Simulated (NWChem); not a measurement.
A series in which one site is exchanged, each optimised at PBE0/def2-SVP with NWChem, gas phase unless a solvent is named. All stand in one matching conformer (torsions within 35°), which need not be the lowest. Some are not confirmed as minima by frequencies. def2 effective core potentials on Cd, Te; no spin-orbit coupling.

A: [Cd]([SH])[CH3] (CH4CdS; site = Cd)
B: [SH][Zn][CH3] (CH4SZn; site = Zn)
C: C[Te]S (CH4STe; site = Te)

Values for A:

| Property | Value |
|---|---|
| dipole (D), PBE0/def2-SVP | 2.16 |
| orbital gap (eV), PBE0/def2-SVP | 6.31 |
| vertical ionisation energy, ΔSCF, B3LYP/def2-SVP (eV) | 9.08 |
| static polarisability, B3LYP/def2-SVPD (bohr³) | 71.3 |
| lowest singlet excitation, B3LYP/def2-SVPD, TDA (eV) | 4.77 |

Q: How do these values change for the other members?

A: 
```
change from A                                              B      C
-----------------------------------------------------  -----  -----
dipole (D), PBE0/def2-SVP                              -0.19  -0.37
orbital gap (eV), PBE0/def2-SVP                        +0.37  -1.58
vertical ionisation energy, ΔSCF, B3LYP/def2-SVP (eV)  +0.23  -0.76
static polarisability, B3LYP/def2-SVPD (bohr³)          -8.8   +7.9
lowest singlet excitation, B3LYP/def2-SVPD, TDA (eV)   +0.41  -1.67
```
